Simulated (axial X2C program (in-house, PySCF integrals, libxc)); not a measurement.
# Nuclear properties of RbRh

Calculated with an axial X2C code built on PySCF integrals: two-component X2C with atomic mean-field Coulomb and Gaunt terms, Gaussian nuclei, basis Rh dyall-cv3z, Rb dyall-cv3z with contracted cores.

R = 3.200 Å (near the PBE0 minimum at charge 0 of the determinant lowest at the starting distance; the state shown can have its own minimum elsewhere).

Determinant lowest in the PBE0 search, Ω = 3 (⟨Sz⟩ = 0.99, ⟨Lz⟩ = 2.01 at PBE0), spin on the atoms Rh 1.08, Rb -0.09:

```json
{"level": "PBE0", "Eeff magnitude (GV/cm)": "0.166", "Ws magnitude Rh (kHz)": "0.0792", "Ws magnitude Rb (kHz)": "0.0324", "A∥/gI Rh (MHz)": "531", "qzz Rh (a.u.)": "-0.21", "A∥/gI Rb (MHz)": "-59.4", "qzz Rb (a.u.)": "-0.28", "μ (D)": "7.56"}
{"level": "HF", "Eeff magnitude (GV/cm)": "1.29", "Ws magnitude Rh (kHz)": "0.291", "Ws magnitude Rb (kHz)": "0.0446", "A∥/gI Rh (MHz)": "679", "qzz Rh (a.u.)": "0.14", "A∥/gI Rb (MHz)": "-145", "qzz Rb (a.u.)": "-0.11", "μ (D)": "5.96"}
{"level": "TPSSh", "Eeff magnitude (GV/cm)": "0.112", "Ws magnitude Rh (kHz)": "0.0271", "Ws magnitude Rb (kHz)": "0.0266", "A∥/gI Rh (MHz)": "624", "qzz Rh (a.u.)": "-0.69", "A∥/gI Rb (MHz)": "-42.3", "qzz Rb (a.u.)": "-0.29", "μ (D)": "7.54"}
{"level": "B3LYP", "Eeff magnitude (GV/cm)": "0.0293", "Ws magnitude Rh (kHz)": "0.0354", "Ws magnitude Rb (kHz)": "0.0193", "A∥/gI Rh (MHz)": "500", "qzz Rh (a.u.)": "-0.24", "A∥/gI Rb (MHz)": "-44.5", "qzz Rb (a.u.)": "-0.29", "μ (D)": "7.55"}
{"level": "BHandHLYP", "Eeff magnitude (GV/cm)": "0.147", "Ws magnitude Rh (kHz)": "0.045", "Ws magnitude Rb (kHz)": "0.0128", "A∥/gI Rh (MHz)": "420", "qzz Rh (a.u.)": "0.13", "A∥/gI Rb (MHz)": "-45.8", "qzz Rb (a.u.)": "-0.25", "μ (D)": "7.62"}
```

Determinant 0.15 eV from it at PBE0 and this distance, Ω = 4 (⟨Sz⟩ = 0.99, ⟨Lz⟩ = 3.01 at PBE0), spin on the atoms Rh 1.05, Rb -0.06:

| level | Eeff magnitude (GV/cm) | Ws magnitude Rh (kHz) | Ws magnitude Rb (kHz) | A∥/gI Rh (MHz) | qzz Rh (a.u.) | A∥/gI Rb (MHz) | qzz Rb (a.u.) | μ (D) |
| --- | --- | --- | --- | --- | --- | --- | --- | --- |
| PBE0 | 0.156 | 0.0371 | 0.0112 | 457 | -1.62 | -33.1 | -0.33 | 7.75 |
| HF | 1.35 | 0.217 | 0.0245 | 612 | -1.56 | -97.5 | -0.23 | 6.05 |
| TPSSh | 0.192 | 0.0422 | 0.0105 | 447 | -1.61 | -26.9 | -0.31 | 7.84 |
| B3LYP | 0.0535 | 0.0156 | 0.00563 | 432 | -1.61 | -25.5 | -0.34 | 7.73 |
| BHandHLYP | 0.0485 | 0.018 | 0.00825 | 417 | -1.61 | -28.4 | -0.34 | 7.72 |

Eeff is the effective electric field on the electron electric dipole moment in this Ω state and Ws the scalar–pseudoscalar constant of the nucleus named (defined with the proton number Z and per Ω); A∥ (defined per Ω) follows by multiplying with gI = μI/(I μN); qzz is the electric field gradient, eQq0 = 234.96 MHz × Q/barn × qzz; μ is positive if the Rb end (last atom) is positive. The operators were transformed with the bare-nucleus X2C matrices; with these basis sets, hyperfine constants and field gradients can be off by tens of per cent, and where levels differ in sign neither size nor sign is settled.

With gI(103Rh) = -0.1768 (g factors from the IAEA table of nuclear moments by Stone), turn the PBE0 values of the first state into constants in MHz.

A∥(103Rh) = 531 × -0.1768 = -93.9 MHz.

Each state is one determinant with collinear spin, which with several unpaired electrons need not be a pure state. Unrestricted Hartree–Fock can overshoot spin polarisation at the nuclei. In the state Ω = 3 the sign of Eeff differs between levels (TPSSh against PBE0). With several open shells hyperfine constants can be off by a factor of several. Where Eeff spreads by more than a factor of two the levels disagree and none is to be relied on. Open-shell Ω = 0 determinants with evenly filled partner blocks cannot be reached by this program, so the Ω shown need not be the lowest component. States lie within half an eV, so the first need not be the ground state. Further determinants of the search, some of them spin-mixed, are not shown. Where a field gradient or hyperfine factor spreads by more than a factor of two over the levels, a constant derived from it is not to be relied on. PBE0 term energies can be off by some tenths of an eV.
